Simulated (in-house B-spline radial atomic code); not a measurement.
PBE excitations of Au⁺

Method: PBE. Computed with an all-electron radial atomic-structure program (B-spline basis): linear response of the closed shell [Xe] 4f14 5d10 with the functional's adiabatic kernel; scalar-relativistic (spin-free one-electron X2C), finite nucleus, no spin-orbit coupling, no double excitations, S, P, D and F terms only; shells from n = 3 respond. Only terms of natural parity with L up to 3 were computed.

Spin-orbit coupling is strong here, so these LS terms don't match observed levels.

Command:
```bash
python run_td.py task.json out
```
Settings (radii: box in bohr, nucleus in fm):
```
Z                        79
electrons                78
configuration            [Xe] 4f14 5d10
hamiltonian              x2c
method                   pbe,pbe
box_radius               3
wall_radius              3
rms_radius               5.4371
intervals                63
```

Time taken, with all properties: 5.7 s on 1 thread of Arm Neoverse N1, on a shared host.

Confined states, up to the first strongly mixed one, which can leave gaps near the end. Labels give the largest channel, * marks a mixed state, and oscillator strengths are full-response dipole values. Semilocal kernels can invert the small singlet-triplet splittings of Rydberg terms. Energies in eV:

| state | full response | Tamm-Dancoff | oscillator strength |
| --- | --- | --- | --- |
| 5d → 6s 3D | 9.985 | 10.039 | - |
| 5d → 6s 1D | 11.456 | 11.531 | - |
| 5d → 6p 3P | 26.722 | 26.801 | - |
| 5d → 6p 3F | 27.104 | 27.152 | - |
| 5d → 6p 1F | ? | ? | - |
| 5d → 6p 1P | 29.692 | 29.865 | 1.16 |
| 5d → 5f 3P | 41.15 | 41.22 | - |
| 5d → 5f 3F | 42.05 | 42.09 | - |
| 5d → 5f 1F | ? | ? | - |
| 5d → 5f 1P | 53.60 | 55.63 | 11.4 |

Task: Where does 5d → 5f 1F lie?

Result: At 43.94 eV in full response, 43.98 eV in Tamm-Dancoff.

Task: Where does 5d → 6p 1F lie?

Result: At 28.094 eV in full response, 28.099 eV in Tamm-Dancoff.

Task: How large is the singlet-triplet splitting of 5d → 6s (D terms) in Tamm-Dancoff?

Result: 1.49 eV, from the unrounded values.

Task: What polarisabilities and dispersion coefficient does the method give?

Result: Dipole 4.572 bohr³, quadrupole 14.85 bohr⁵, C6 29.65 hartree·bohr⁶ for two such species.
